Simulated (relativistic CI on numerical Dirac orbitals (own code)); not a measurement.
Inner-shell lines of Hg⁵⁶⁺

These numbers are calculated, not measured: Dirac-Coulomb-Breit CI, separate exchange-only KLI orbitals for each configuration, QED by a radiative potential, valence Slater integrals scaled by 0.9 (own radial code, finite nucleus).

Configurations in the expansion (outside the closed core 1s2 2s2 3s2 3p6): 2p6.3d6, 2p5.3d7, 2p5.3d6.4s. Levels of other configurations are missing.

The table holds the strongest lines. The upper levels have an inner-shell vacancy. Auger decay, open to those above the ionisation limit, is not computed, and radiative decays to configurations outside the model are missing too. Absolute energies can be off by a few tenths of a per cent, and at this charge the scaling can make term splittings too narrow, so close lines can change order. LS names give the leading component, which can be well under half, for lower levels too. Brackets number the levels in order of energy.

| λ (Å) | Upper | Lower | A (s⁻¹) | gA (s⁻¹) |
| --- | --- | --- | --- | --- |
| 1.21117 | 2p5.3d7 3H°_5 [55] | 2p6.3d6 3G_5 [8] | 1.24e+15 | 1.37e+16 |
| 1.2105 | 2p5.3d7 3H°_6 [60] | 2p6.3d6 3H_6 [7] | 1.83e+15 | 2.38e+16 |
| 1.21001 | 2p5.3d7 5D°_3 [57] | 2p6.3d6 5D_3 [4] | 1.91e+15 | 1.34e+16 |
| 1.20974 | 2p5.3d7 3F°_4 [42] | 2p6.3d6 3F_4 [1] | 2.80e+15 | 2.52e+16 |
| 1.20966 | 2p5.3d7 1G°_4 [74] | 2p6.3d6 1G_4 [12] | 1.48e+15 | 1.33e+16 |
| 1.20952 | 2p5.3d7 3F°_3 [104] | 2p6.3d6 1G_4 [31] | 2.13e+15 | 1.49e+16 |
| 1.20874 | 2p5.3d7 1H°_5 [94] | 2p6.3d6 1I_6 [21] | 2.81e+15 | 3.10e+16 |
| 1.20867 | 2p5.3d7 3D°_3 [101] | 2p6.3d6 3F_4 [27] | 2.57e+15 | 1.80e+16 |
| 1.20861 | 2p5.3d7 3G°_4 [93] | 2p6.3d6 3H_5 [20] | 2.43e+15 | 2.19e+16 |
| 1.20845 | 2p5.3d7 3D°_3 [44] | 2p6.3d6 3F_4 [1] | 3.05e+15 | 2.13e+16 |
| 1.20812 | 2p5.3d7 3F°_4 [71] | 2p6.3d6 3G_5 [8] | 2.76e+15 | 2.49e+16 |
| 1.20809 | 2p5.3d7 3G°_5 [70] | 2p6.3d6 3H_6 [7] | 2.70e+15 | 2.97e+16 |
| 1.20789 | 2p5.3d7 3G°_3 [66] | 2p6.3d6 5D_4 [5] | 2.84e+15 | 1.99e+16 |
| 1.20788 | 2p5.3d7 3G°_3 [95] | 2p6.3d6 3H_4 [18] | 1.78e+15 | 1.25e+16 |
| 1.02652 | 2p5.3d7 3F°_3 [112] | 2p6.3d6 1G_4 [12] | 1.76e+15 | 1.23e+16 |
| 1.02624 | 2p5.3d7 3G°_5 [108] | 2p6.3d6 3H_6 [7] | 1.78e+15 | 1.96e+16 |
| 1.02619 | 2p5.3d7 3I°_6 [120] | 2p6.3d6 1I_6 [21] | 1.14e+15 | 1.48e+16 |
| 1.02549 | 2p5.3d7 3H°_4 [121] | 2p6.3d6 3H_4 [18] | 1.25e+15 | 1.12e+16 |
| 1.02515 | 2p5.3d7 1G°_4 [146] | 2p6.3d6 1G_4 [31] | 2.25e+15 | 2.03e+16 |
| 1.02486 | 2p5.3d7 3G°_5 [125] | 2p6.3d6 1I_6 [21] | 1.64e+15 | 1.81e+16 |
